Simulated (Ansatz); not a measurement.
Basis-set extrapolation for `B1NC[SiH2]1` (PBE0-D4/def2-TZVP geometry, frozen core, Ansatz 0.2.0). Multiplicity 1, RHF reference.

```csv
,def2-TZVPP,def2-QZVPP
HF,-409.474209,-409.488727
MP2 correlation,-0.600909,-0.641471
CCSD(T) correlation,-0.670585,not run
```

Energies in hartree. Use E(X) = E(∞) + A·exp(−7.88·√X) for Hartree–Fock and E(X) = E(∞) + B·X^(−2.97) for correlation, with X = 3 and 4, and add CCSD(T) minus MP2 of the smaller set to the MP2 limit.

Problem. What is the CCSD(T) energy at the basis-set limit?

Solution. HF limit: -409.488727 + (-0.014518) × 0.13774 = -409.49073. MP2 limit: -0.641471 + (-0.040562) × 0.74074 = -0.67152. Higher-order term: -0.670585 − (-0.600909) = -0.06968. Total: -410.23193 hartree, 228.8 kJ/mol below CCSD(T)/def2-TZVPP.
